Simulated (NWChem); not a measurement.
System: Si$_{2}$H$_{5}$Cl; SMILES [SiH3][SiH2]Cl

Program: NWChem. Pople sets run with spherical d functions. Coordinates come from a PBE0/def2-SVP optimisation.

Taking PBE0/6-311++G** as the yardstick, which of these has the fewest basis functions while keeping “highest occupied level (eV)” within 0.2 eV of it: PBE0/3-21G; PBE0/6-31G*; PBE0/6-311G**; PBE0/6-31+G*; PBE0/STO-3G?

PBE0/3-21G.
```json
[
 {"level": "PBE0/STO-3G", "basis functions": "32", "highest occupied level (eV)": "-5.96"},
 {"level": "PBE0/3-21G", "basis functions": "49", "highest occupied level (eV)": "-8.38"},
 {"level": "PBE0/6-31G*", "basis functions": "64", "highest occupied level (eV)": "-8.21"},
 {"level": "PBE0/6-31+G*", "basis functions": "76", "highest occupied level (eV)": "-8.29"},
 {"level": "PBE0/6-311G**", "basis functions": "108", "highest occupied level (eV)": "-8.31"},
 {"level": "PBE0/6-311++G**", "basis functions": "125", "highest occupied level (eV)": "-8.29"}
]
```

The yardstick is one finite set, not the basis-set limit.
